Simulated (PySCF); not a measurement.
Al(OH)3(OMe2), C2H9AlO4, singlet (GFN2-xTB optimised geometry):

```
16

Al    -0.442    -0.406     0.000
O     -1.187    -1.756     0.663
H     -2.014    -1.972     1.064
O     -1.266     1.051     0.000
H     -1.143     1.972     0.168
O      1.229    -0.406     0.000
H      2.014    -0.717     0.419
C     -0.211    -2.085    -2.343
O     -0.691    -0.841    -1.907
C     -1.111     0.002    -2.946
H      0.668    -1.964    -2.984
H      0.063    -2.633    -1.445
H     -0.990    -2.630    -2.889
H     -1.925    -0.462    -3.514
H     -0.282     0.234    -3.623
H     -1.466     0.915    -2.476
```

Computed with PBE0/def2-TZVP (PySCF).

Problem. What are the frontier orbital energies and the dipole moment?

Solution. HOMO-2 -7.96 eV, HOMO-1 -7.81 eV, HOMO -7.77 eV, LUMO 0.79 eV, LUMO+1 1.42 eV; dipole moment 3.09 D.

Meta-Löwdin charges at PBE0/def2-TZVP: Al1 1.22, O2 -0.83, H3 0.35, O4 -0.83, H5 0.35, O6 -0.83, H7 0.35, C8 -0.13, O9 -0.29, C10 -0.13, H11 0.12, H12 0.16, H13 0.12, H14 0.11, H15 0.11, H16 0.15.
